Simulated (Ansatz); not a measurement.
Spectroscopic constants of TeC, closed-shell singlet (lowest of 2S+1 = 1, 3, 5 at CCSD(T)/def2-TZVPP on PBE0 minima; our sources give no spin for the ground state, which may be another). No spin–orbit coupling.

The constants come from a fifth-degree fit in 1/R (seven points, main isotopes). Runs in def2 and cc sets follow the lowest solution found near the PBE0 minimum. The singlet is held restricted.

Correlated levels freeze the inner cores; with def2 sets outer-core shells near the valence are correlated too.

The values were computed with Ansatz (Gaussian orbitals). Values without a source in brackets are computed. In def2 rows elements past Kr take small-core potentials, without spin–orbit coupling.

Energies at CCSD(T)/def2-TZVPP:

```json
[
 {"R (Å)": "1.750635", "E (hartree)": "-305.34703621"},
 {"R (Å)": "1.797695", "E (hartree)": "-305.35614600"},
 {"R (Å)": "1.840991", "E (hartree)": "-305.36101824"},
 {"R (Å)": "1.889933", "E (hartree)": "-305.36325080"},
 {"R (Å)": "1.938876", "E (hartree)": "-305.36269929"},
 {"R (Å)": "1.995348", "E (hartree)": "-305.35937779"},
 {"R (Å)": "2.061232", "E (hartree)": "-305.35280820"}
]
```

Problem. With a reduced mass of 10.9852 u, find the minimum, the force constant and the constants.

Solution. A fifth-degree polynomial in 1/R puts the minimum at r_e = 1.9033 Å with force constant 473 N/m. Then ω_e = (1/2πc)√(k/μ) = 855 cm⁻¹ and B_e = h/(8π²cμr_e²) = 0.4236 cm⁻¹; the cubic and quartic terms give α_e = 0.0026 and ω_e x_e = 4.0 cm⁻¹.

Doubts at one or more of the structures used: a restricted determinant that unrestricted orbitals would lower (CCSD(T)/def2-TZVPP).

Ansatz is a first-principles code.
